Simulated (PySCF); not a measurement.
Calculation: B3LYP-D3(BJ)/def2-TZVP // r2SCAN-D4/def2-SVP run with PySCF. All species are isolated molecules in the gas phase. B3LYP has the VWN-RPA correlation part, as in Gaussian. 

Reference species: [Hf(Cl)4] (neutral, multiplicity 1).

The LUMO comes out as -2.42 eV. The charge on the central atom (Mulliken) is 1.21 e, the HOMO–LUMO gap is 7.00 eV and the mean distance from the central atom to its bonded neighbours is 2.333 Å.

Changed species: [Hf(Cl)2(F)2] (2 of 4 Cl replaced by F; the reference has 0 of 4 Cl replaced by F).

**Question.** What does the change do to the LUMO, charge on the central atom (Mulliken), HOMO–LUMO gap and mean distance from the central atom to its bonded neighbours?

**Answer.** the LUMO rises by 0.46 eV, to -1.96 eV; the charge on the central atom (Mulliken) rises by 0.27 e, to 1.48 e; the HOMO–LUMO gap rises by 0.58 eV, to 7.58 eV; the mean distance from the central atom to its bonded neighbours falls by 0.212 Å, to 2.121 Å.
